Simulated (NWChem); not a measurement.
Species: GeN2H4F2; SMILES [NH2][Ge]([NH2])([F])[F]

```xyz
9

N     -1.2753    -0.7772     1.0446
Ge     0.0000     0.0000     0.0144
N      1.2753     0.7772     1.0446
F      0.8754    -1.0597    -1.0747
F     -0.8754     1.0597    -1.0747
H     -0.9274    -1.5549     1.6154
H     -2.0976    -1.0840     0.5141
H      0.9274     1.5549     1.6154
H      2.0976     1.0840     0.5141
```
Atoms are numbered in this order, from 1.

All runs: NWChem. Medium grid unless said otherwise, to which SCAN and Minnesota functionals are sensitive. Geometry: optimised at PBE-D3(BJ)/def2-SVP. Total energies of different functionals are on different scales.

| level | energy (Ha) | highest occupied level (eV) | orbital gap (eV) | dipole (D) |
|---|---|---|---|---|
| B3LYP/def2-SVP | -2388.2509 | -7.80 | 7.62 | 2.21 |
| PBE/def2-SVP | -2387.5732 | -6.48 | 5.66 | 2.15 |
| M06-2X/def2-SVP | -2388.1065 | -9.63 | ___ | 2.21 |
| B97-2/def2-SVP | -2388.6496 | -7.86 | 7.97 | 2.23 |
| r2SCAN/def2-SVP | -2388.0616 | -6.92 | 6.52 | 2.21 |
| B3PW91/def2-SVP | -2388.1114 | -7.87 | 7.86 | 2.22 |
| Hartree-Fock/def2-SVP | -2385.0787 | -12.15 | 15.72 | 2.35 |
| PW6B95/def2-SVP | -2389.5379 | -8.25 | 8.39 | 2.26 |
| M06/def2-SVP | -2388.0292 | -8.29 | 8.19 | 2.32 |
| M05-2X/def2-SVP | -2388.1099 | -9.70 | 11.10 | 2.25 |

Question: What belongs in the gaps?

Answer: 
- M06-2X/def2-SVP, orbital gap (eV): 10.82
